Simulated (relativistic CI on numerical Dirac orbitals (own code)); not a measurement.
Tc2+: M2,3 absorption edge

Computed with this model: Dirac-Coulomb-Breit CI, separate exchange-only KLI orbitals for each configuration, model QED, multiplet model of core-to-valence dipole absorption, unscaled Slater integrals; configurations [Kr] 4d5 → [Ne] 3s2 3p5 3d10 4s2 4p6 4d6; 300 K; Lorentzian 2 eV and Gaussian 0.4 eV FWHM. Energies are those of the free ion, without screening or charge transfer. The branching ratio is the share of the lower-energy edge in the whole absorption, uncertain by about 0.02 where the edges overlap. S is read from ⟨S²⟩ = S(S + 1).

Field parameters in Wybourne normalisation: D3d B²₀ = −7Dσ, B⁴₀ = −14Dq − 21Dτ, B⁴₃ = −14√(10/7) Dq. The field is a parameter set, without covalency.

free ion: ground-state S = 2.50, centroid 436.75 eV, branching ratio 0.757. Peaks (eV, height): 431.8 (100), 452.2 (34).

D3d, 10Dq = 28100, Dσ = -1200, Dτ = -370 cm⁻¹: ground-state S = 0.51, centroid 436.69 eV, branching ratio 0.753. Peaks (eV, height): 431.8 (100), 452.0 (33).

D3d, 10Dq = 28100, Dσ = 510, Dτ = -370 cm⁻¹: ground-state S = 0.52, centroid 436.11 eV, branching ratio 0.778. Peaks (eV, height): 431.8 (100), 452.0 (32).

The statistical ratio of this edge is 2/3 = 0.667. Values above it arise where the holes sit mainly in the j = l + 1/2 valence subshell or the ground state has high spin; values below it where core-valence Coulomb terms move weight to the upper edge, as in nearly empty shells.

Strongest unbroadened transitions for D3d, 10Dq = 28100, Dσ = -1200, Dτ = -370 cm⁻¹:

```csv
Energy (eV),Relative strength
429.60,35.0
429.63,100.0
431.12,18.9
431.30,16.8
431.47,22.1
431.57,28.0
431.68,34.7
431.73,71.8
431.81,60.9
431.82,64.5
431.85,18.9
432.34,17.5
432.39,17.7
433.85,18.4
449.78,46.9
451.71,36.2
451.73,27.1
451.82,56.4
```
